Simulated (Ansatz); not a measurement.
Compare A (`C=[C]1[CH2][GeH]1[CH3]`) with its isomer B (`C#[C][GeH]([CH3])[CH3]`).

Computed with Ansatz on PBE0-D4/def2-TZVP structures; ΔE is electronic, products minus reactants. CCSD(T)/CBS adds triple-zeta CCSD(T) − MP2 to the extrapolated MP2 energy (def2 sets, frozen cores). DFT in def2-TZVPP. B3LYP here is the variant with VWN-RPA as its local correlation; programs differ in this. For Ge outer-core shells are correlated without core-valence functions, which leaves a few kJ/mol of doubt a bond. Scalar relativity is left out up to krypton.

Which is lower in electronic energy at CCSD(T)/CBS, and by how much? (Best estimate.)

Computed: B, by 79.5 kJ/mol.

Give E(B) − E(A) in kJ/mol with HF/def2-TZVPP, PBE-D4, B2PLYP, ωB97M-V, CCSD/def2-TZVPP, MP2/def2-TZVPP, B3LYP-D4. (An estimate is asked.)

Ansatz gave: HF/def2-TZVPP -115.3, PBE-D4 -48.4, B2PLYP -85.6, ωB97M-V -77.1, CCSD/def2-TZVPP -91.9, MP2/def2-TZVPP -91.3, B3LYP-D4 -75.0. None reverses the order clearly.

Largest T1 diagnostic: 0.011.

In def2-TZVPP, CCSD(T) changes the Hartree–Fock value by +27.7 kJ/mol (the triples alone add +4.3 kJ/mol) and MP2 by +24.0 kJ/mol. From PBE to PBE0 (25 % exact exchange), in def2-TZVPP and without D4, E(B) − E(A) moves by −6.0 kJ/mol.
